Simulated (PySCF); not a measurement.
1-chloro-1-fluoroethene (C₂H₂ClF), SMILES C=C(F)Cl. Atoms are numbered in the order given.

```xyz
6

C      1.0662    -1.2726     0.0000
C      0.0143    -0.4565     0.0000
F     -1.2414    -0.8904     0.0000
Cl     0.1004     1.2712     0.0000
H      2.0777    -0.8716     0.0000
H      0.9048    -2.3511     0.0000
```

Geometry optimised at TPSSh-D3(BJ)/def2-SVP.

Computed with CAM-B3LYP/def2-TZVPD (PySCF).

Gas-phase values at a fixed geometry.

Computed frontier levels, gap, dipole moment and polarisability:
* **highest occupied level**: -9.06 eV
* **lowest empty level**: 0.70 eV
* **orbital gap**: 9.75 eV
* **dipole moment**: 1.40 D
* **quadrupole, principal values (traceless, Buckingham form, about the centre of nuclear charge)**: -2.42, -1.37, 3.79 D·Å
* **mean static polarisability**: 41.9 bohr³ (6.22 Å³)
* **polarisability, principal values**: 30.5, 39.4, 55.9 bohr³
